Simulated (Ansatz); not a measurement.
Consider the substitution at a C–Si bond: `C[SiH](S)CF` + `O[SiH](F)S[SiH2]Cl` → `CO[SiH](F)S[SiH2]Cl` + `FC[SiH2]S`.

Gas-phase electronic energies from Ansatz, PBE0-D4/def2-TZVP geometries. CBS: MP2 limit from def2 TZ/QZ plus the TZ coupled-cluster correction, frozen cores. One conformer a species, not always the lowest.

| species | HF/def2-QZVPP energy (Eh) |
| --- | --- |
| `C[SiH](S)CF` | -865.87717 |
| `O[SiH](F)S[SiH2]Cl` | -1611.95098 |
| `CO[SiH](F)S[SiH2]Cl` | -1650.98419 |
| `FC[SiH2]S` | -826.81004 |

Q: Work out ΔE.

A: ΔE = (-1650.98419) + (-826.81004) − (-865.87717) − (-1611.95098) = 0.03392 Eh = +89.1 kJ/mol. CCSD(T)/CBS gives +106.9 kJ/mol.

Largest T1 diagnostic among the species: 0.011.

In def2-TZVPP, CCSD(T) changes the Hartree–Fock value by +14.0 kJ/mol (the triples alone add +1.2 kJ/mol) and MP2 by +21.5 kJ/mol.
